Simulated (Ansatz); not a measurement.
C10H11N3S⁻, that is dimethylphenylsulfonium dicyanamide with one electron more, relaxed as a doublet with UKS PBE-D4/def2-SVP in Ansatz, starting from the PBE-D4/def2-SVP geometry of the neutral singlet. Force threshold 0.03 eV/Å.

In the doublet geometry the species has come apart into loosely held pieces.

Start:

Cartesian coordinates in Å:
```
C 0.437 -0.863 2.154
S 0.683 0.561 1.050
C -0.236 1.835 2.012
C -0.448 0.289 -0.315
C 0.014 0.677 -1.584
C -0.822 0.474 -2.693
C -2.091 -0.099 -2.528
C -2.537 -0.481 -1.250
C -1.717 -0.291 -0.132
H 0.546 -1.754 1.509
H 1.281 -0.830 2.868
H -0.547 -0.806 2.653
H 0.322 1.990 2.955
H -0.216 2.762 1.410
H -1.278 1.521 2.209
H 1.022 1.087 -1.725
H -0.454 0.746 -3.693
H -2.737 -0.263 -3.403
H -3.529 -0.939 -1.123
H -2.066 -0.603 0.863
N 3.747 -0.856 1.911
C 3.180 -1.045 0.885
N 2.329 -1.253 -0.101
C 2.547 -1.031 -1.382
N 2.571 -0.827 -2.551
```

Task: Estimate the energy that the relaxation releases and the steps that it takes.

Result: 1.16 eV, in 40 steps; 4 min on 4 threads of Arm Neoverse V2 on a shared host. No frequencies were taken in this run, so the end may be a saddle point.

Task: Does the start keep its bonding?

Result: Bonds lost: S2–C3 (atoms count from 1). The end holds 3 separate pieces.

Task: Predict the relaxed structure.

Result: 
Cartesian coordinates in Å:
```
C -0.093 -1.457 1.987
S 0.667 -1.051 0.397
C 0.911 2.047 1.539
C -0.684 -0.578 -0.631
C -0.336 0.058 -1.851
C -1.341 0.452 -2.740
C -2.700 0.239 -2.441
C -3.043 -0.373 -1.226
C -2.047 -0.784 -0.324
H -0.664 -2.407 1.964
H 0.787 -1.541 2.660
H -0.738 -0.627 2.339
H 1.476 1.518 2.321
H 1.356 2.150 0.538
H -0.159 2.260 1.682
H 0.731 0.268 -2.059
H -1.056 0.950 -3.681
H -3.485 0.558 -3.145
H -4.102 -0.540 -0.971
H -2.335 -1.268 0.621
N 3.058 -0.785 2.742
C 3.459 -0.397 1.687
N 4.018 0.019 0.582
C 3.394 0.441 -0.487
N 2.925 0.846 -1.505
```
Bond lengths: 6 × C–C 1.40 to 1.42 Å; 4 × C–N 1.19 to 1.31 Å; 2 × C–S 1.76 to 1.81 Å; 11 × C–H 1.10 to 1.11 Å.
